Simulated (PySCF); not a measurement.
Spinor energies of V⁻ (vanadium, charge -1)

Start: [Ar] 3d4 4s2; 3d3/2 filled at m_j = -3/2, -1/2, +1/2, +3/2. Calculated with PySCF 2.14 in x2c-TZVPall-2c with one added diffuse shell each of s, p, d type (7s8p5d1f, 63 functions): generalised Hartree-Fock with the X2C-1e Hamiltonian and a Gaussian nucleus; one run each with spin-orbit coupling (SO) switched off, then screened by Boettger's factors.

```csv
spinor shell,electrons,"ε, spin-free (eV)","ε, screened SO (eV)",weight of nominal j (screened SO),"rms radius, screened SO (bohr)"
1s1/2,2,-5511.5,-5511.4,1.000,0.0768
2s1/2,2,-647.84,-647.82,1.000,0.332
2p1/2,2,-536.47,-541.62,0.986,0.301
2p3/2,4,-536.47,-533.92,0.993,0.303
3s1/2,2,-78.569,-78.561,1.000,1.03
3p1/2,2,-46.301,-47.532,0.658,1.12
3d3/2,4,-4.423,-4.425,0.507,1.80
4s1/2,2,-0.753,-0.752,0.999,6.35
```

(1) Where does 3p3/2 lie, and what is the 3p spin-orbit splitting (screened SO)?

```csv
quantity,spin-free,screened SO
E (hartree),-948.10184,-948.11124
M_J,0,0
⟨J²⟩,4.362,4.322
⟨L²⟩,6.012,6.012
⟨S²⟩,6.350,6.349
```

At GHF the highest occupied level has a positive energy, so only the finite basis holds that electron. The determinant has a definite M_J but mixes levels of different J.

Each row is a mean over spinors that exchange with the open shell spreads, by up to 9.938 eV (3p3/2).

Rows whose weight is well below 1 are mixtures of j = l ± 1/2: exchange outweighs spin-orbit coupling there, and the label is only the starting occupation.

Without spin-orbit coupling the j labels of p, d and f shells carry no meaning; the spin-free column gives the mean over the occupied spinors of each nl shell, and its ⟨J²⟩ belongs to a mixture of degenerate components.

## Answers

(1) At -45.682 eV, 1.850 eV above 3p1/2.
